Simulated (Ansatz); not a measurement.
Reaction (silylene formation by 1,1-elimination): `C=C[SiH](F)Br` → `C=CBr` + `F[SiH]`

Calculated with Ansatz (gas phase, PBE0-D4/def2-TZVP geometries, no zero-point term in ΔE). CCSD(T)/CBS adds triple-zeta CCSD(T) − MP2 to the extrapolated MP2 energy (def2 sets, frozen cores). This one scheme is used for every species. For Br outer-core shells are correlated without core-valence functions, which leaves a few kJ/mol of doubt a bond. Scalar relativity is left out up to krypton. One conformer a species, not always the lowest.

`C=C[SiH](F)Br`:

```xyz
9

C    -1.524    0.395    0.041
C    -0.525   -0.357   -0.415
Si    1.173   -0.154    0.258
F     1.694   -1.515    0.901
Br    2.590    0.368   -1.356
H    -2.535    0.309   -0.344
H    -1.372    1.135    0.823
H    -0.718   -1.081   -1.202
H     1.217    0.899    1.293
```

`C=CBr`:

Cartesian coordinates in Å:
```
C 0.599 -0.331 0.320
C -0.433 0.374 -0.102
Br -1.448 -0.081 -1.618
H 0.934 -1.229 -0.184
H 1.138 -0.008 1.203
H -0.790 1.274 0.381
```

`F[SiH]`:

Cartesian coordinates in Å:
```
F 1.099 0.389 -0.426
Si -0.340 -0.332 -0.516
H -0.759 -0.057 0.941
```

| species | SCS-MP2/def2-QZVPP energy (Eh) |
| --- | --- |
| `C=C[SiH](F)Br` | -3040.38728 |
| `C=CBr` | -2650.83620 |
| `F[SiH]` | -389.41040 |

(1) Work out ΔE.

(2) What do rigid-rotor, harmonic-oscillator terms from PBE0-D4/def2-TZVP frequencies (298.15 K, 1 bar) make of the CCSD(T)/CBS value? (Best estimate.)

Largest T1 diagnostic among the species: 0.015.

Answers

(1) ΔE = (-2650.83620) + (-389.41040) − (-3040.38728) = 0.14068 Eh = +369.4 kJ/mol. CCSD(T)/CBS gives +367.1 kJ/mol.

(2) Ansatz gave: ΔZPE = -13.5 kJ/mol, ΔH = +356.0 kJ/mol, ΔS = 163 J/(mol·K), ΔG = +307.5 kJ/mol.

The D4 term adds +14.8 kJ/mol with B3LYP and +8.1 kJ/mol with PBE0; it sums over pairs of atoms, weighted by their polarisabilities, and B3LYP, whose exchange is more repulsive, gets the larger term. From BLYP to BHLYP (50 % exact exchange), in def2-TZVPP and without D4, ΔE moves by +48.1 kJ/mol.

B3LYP here is the variant with VWN-RPA as its local correlation; programs differ in this.
